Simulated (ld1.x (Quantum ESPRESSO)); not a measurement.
# Building the RRKJ potential for Ir (Z = 77) (PBEsol, fully relativistic).

- Element: iridium
- Generator: ld1.x (Quantum ESPRESSO) 7.5
- Type: norm-conserving RRKJ (Kleinman–Bylander form)
- Functional: PBEsol
- Relativity: fully relativistic
- Frozen core: [Kr] 4d10 4f14
- Valence charge: 17
- Reference configuration: 5s2 5p6 5d7 6s1 6p0 (charge +1)
- Partial waves: 5p (bound): rc 1.35 bohr; 5d (bound): rc 1.80 bohr; 5s (bound): rc 0.90 bohr
- Local potential: the s channel
- Core correction: none

Open shells are filled in proportion to 2j + 1 (rel_dist='average').

Occupied shells without a wave of their own: 6s. They enter only through the test configuration that unscreens the potential.

All-electron outer shells of the reference configuration (PBEsol, scalar-relativistic, ld1.x):

| shell | level (eV) | outermost node (bohr) | outermost maximum (bohr) |
| --- | --- | --- | --- |
| 5s | -106.37 | 0.50 | 0.89 |
| 4f | -70.55 | – | 0.39 |
| 5p | -63.08 | 0.54 | 1.01 |
| 5d | -15.36 | 0.59 | 1.29 |
| 6s | -13.61 | 1.17 | 2.32 |
| 6p | -7.16 | 1.38 | 3.02 |

**Question.** Does the generator finish with these settings?

**Answer.** Yes, a potential is produced.

**Question.** Tests: 5s2 5p6 5d7 6s2 6p0; 5s2 5p6 5d7 6s0 6p0; 5s2 5p6 5d6 6s0 6p0; 5s2 5p6 5d8 6s1 6p0; 5s2 5p6 5d7 6s0 6p2; 5s2 5p6 5d6 6s2 6p0; 5s1 5p6 5d7 6s2 6p0. Which has the largest error in its energy relative to the reference configuration, and how large is it?

**Answer.** 5s2 5p6 5d6 6s0 6p0, with -255 meV (all-electron minus pseudo) on +48.07 eV.

A Bessel basis up to 400 Ry misses an occupied level by 0.05 Ry, so cutoffs and ghosts were not judged.
